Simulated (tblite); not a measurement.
Compound: C7H7N.
Cartesian coordinates in Å at the GFN2-xTB level; atoms count from 1:
```
atom  x, y, z in Å
C1     2.961   -0.418   -0.515
C2     1.670   -0.535   -0.201
C3     0.742    0.551   -0.334
C4    -0.583    0.528   -0.038
C5    -1.306    1.728   -0.251
N6    -1.872    2.709   -0.431
C7    -1.328   -0.609    0.475
C8    -2.629   -0.575    0.748
H9     3.370    0.508   -0.887
H10    3.647   -1.240   -0.411
H11    1.297   -1.480    0.170
H12    1.157    1.480   -0.709
H13   -0.766   -1.518    0.633
H14   -3.146   -1.439    1.128
H15   -3.218    0.316    0.601
```

Level: GFN2-xTB in tblite, geometry and Hessian alike; calculated harmonic values, unscaled, isolated species. The method is semi-empirical: single wavenumbers can be off by several per cent or more. One conformer, not necessarily the lowest.

Harmonic wavenumbers (cm⁻¹): 72.9, 117.3, 130.8, 151.3, 175.2, 303.7, 331.3, 387.8, 495.3, 505.4, 605.9, 638.9, 706.9, 809.0, 863.1, 889.4, 897.5, 968.4, 996.2, 1004.2, 1005.6, 1165.4, 1224.5, 1268.7, 1314.0, 1332.4, 1398.3, 1413.6, 1580.2, 1631.8, 1654.4, 2367.8, 3049.3, 3074.1, 3083.7, 3102.0, 3107.5, 3136.2, 3138.5.

A = 3568, B = 1277, C = 940.2 MHz; mass 105.058 u (most abundant isotopes); point group Cs, symmetry number 1.

Task: What is the zero-point energy?

Result: Half the sum of the wavenumbers: 25049 cm⁻¹ = 299.65 kJ/mol.

Task: Give the ideal-gas entropy at 298.15 K and 1 bar in the rigid-rotor, harmonic-oscillator model (classical rotation).

Result: Translation 166.90, rotation 120.12, vibration 94.31: S = 381.3 J/(mol K).

Task: And Cp and H(298.15 K) − H(0)?

Result: Cp = 136.26 J/(mol K), of which vibrations give 103.00 (their classical limit is 39 R = 324.3); H(298.15 K) − H(0) = 25.34 kJ/mol without the zero-point energy, 15.42 from vibrations.

Task: Which modes carry the vibrational entropy at 298.15 K?

Result: 72.9 cm⁻¹: 17.04; 117.3 cm⁻¹: 13.16; 130.8 cm⁻¹: 12.28; 151.3 cm⁻¹: 11.11; 175.2 cm⁻¹: 9.95; 303.7 cm⁻¹: 5.84 J/(mol K); the other 33 give 24.93 together.

Task: What must be added to the electronic energy to get the Gibbs energy at 298.15 K and 1 bar?

Result: ZPE + [H(298.15 K) − H(0)] − T·S = 299.65 + 25.34 − 113.69 = 211.30 kJ/mol.

Task: How do the functions run with temperature in this model?

Result: 
| T (K) | S (J/(mol K)) | Cp (J/(mol K)) | H − H(0) (kJ/mol) | G − H(0) (kJ/mol) | ln q(vib) |
| --- | --- | --- | --- | --- | --- |
| 150 | 306.8 | 86.7 | 8.84 | -37.18 | 2.04 |
| 250 | 358.8 | 120.0 | 19.17 | -70.53 | 4.12 |
| 400 | 425.9 | 168.2 | 40.88 | -129.50 | 7.24 |
| 600 | 503.9 | 216.2 | 79.64 | -222.68 | 11.32 |
| 900 | 600.9 | 261.8 | 151.92 | -388.92 | 17.03 |

q(vib) and H(0) count from the zero-point level.

Hindered rotation and anharmonicity are outside this model. Other conformers, if any are populated, would add a mixing term that is left out.
